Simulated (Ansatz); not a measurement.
Two spin states of YCl, each at its own minimum; 2S+1 = 1, 3, 5 were tried, and our sources give no spin for the ground state. No spin–orbit coupling.

| level | energy of the multiplicity-3 state above the multiplicity-1 state (kcal/mol) |
|---|---|
| PBE/def2-TZVPP | 11.00 |
| PBE0/def2-TZVPP | 9.68 |
| wB97X-V/def2-TZVPP | 15.60 |
| CCSD/def2-TZVPP | 20.59 |
| CCSD(T)/def2-TZVPP | 22.96 |

The rows run from 9.68 (PBE0/def2-TZVPP) to 22.96 kcal/mol (CCSD(T)/def2-TZVPP). The 3 functionals in def2-TZVPP without D3 or D4 span 5.92, from PBE0 to wB97X-V.

Each state is the lowest solution found for its spin in def2 and cc sets. The singlet is a restricted closed-shell determinant, which can mix singlet states where a π or δ shell is part-filled.

Correlated levels freeze the inner cores; with def2 sets outer-core shells near the valence are correlated too.

Doubts at one or more of the structures used: a restricted determinant that unrestricted orbitals would lower (CCSD/def2-TZVPP, CCSD(T)/def2-TZVPP).

Programs: Ansatz (a program for electronic structure) with Gaussian orbitals. Values without a source in brackets are computed. In def2 rows elements past Kr take small-core potentials, without spin–orbit coupling.
